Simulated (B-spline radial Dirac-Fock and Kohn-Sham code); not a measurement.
## 2s emission of S³⁺

System: S³⁺, configuration [Ne] 3s2 3p1, inside a Watson sphere of charge -3 and radius 2.4 Å (a model of the Madelung potential; inside it an electron's potential energy is raised by 18.0 eV).

The computed values come from a radial B-spline solver: one-electron (LDA, Dirac) transition rates at Dirac-Fock energies.

```tsv
line	multipole	energy (eV)	rate (s⁻¹)	share (%)
L1-L2	E1	64.88	1.86e+10	17.4
L1-L3	E1	66.08	3.95e+10	37.0
L1-M2	E1	236.7	1.66e+10	15.5
L1-M3	E1	236.9	3.22e+10	30.2
```

The listed lines hold 100.0 % of the radiative rate. The radiative width is 7.04e-05 eV in the length form and 5.60e-05 eV in the velocity form; the two differ because the transition energies are not eigenvalue differences of the potential that gave the orbitals.
